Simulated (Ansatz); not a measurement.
Consider the ligand exchange at the Si–C bond: `[SiH3]C1=CO[SiH2]1` + `CC[SiH2]O` → `CC[SiH2]O[SiH3]` + `C1=C[SiH2]O1`.

Calculated with Ansatz (gas phase, PBE0-D4/def2-TZVP geometries, no zero-point term in ΔE). CCSD(T)/CBS adds triple-zeta CCSD(T) − MP2 to the extrapolated MP2 energy (def2 sets, frozen cores). Each species was taken in one conformer, which may not be the lowest.

| species | CCSD(T)/CBS(def2) energy (Eh) |
| --- | --- |
| `[SiH3]C1=CO[SiH2]1` | -733.02751 |
| `CC[SiH2]O` | -445.22590 |
| `CC[SiH2]O[SiH3]` | -735.54630 |
| `C1=C[SiH2]O1` | -442.73880 |

Problem. Work out ΔE.

Solution. ΔE = (-735.54630) + (-442.73880) − (-733.02751) − (-445.22590) = -0.03169 Eh = -83.2 kJ/mol.

Largest T1 diagnostic among the species: 0.014.

In def2-TZVPP, CCSD(T) changes the Hartree–Fock value by +19.2 kJ/mol (the triples alone add +3.8 kJ/mol) and MP2 by +20.8 kJ/mol. From PBE to PBE0 (25 % exact exchange), in def2-TZVPP and without D4, ΔE moves by −6.0 kJ/mol.
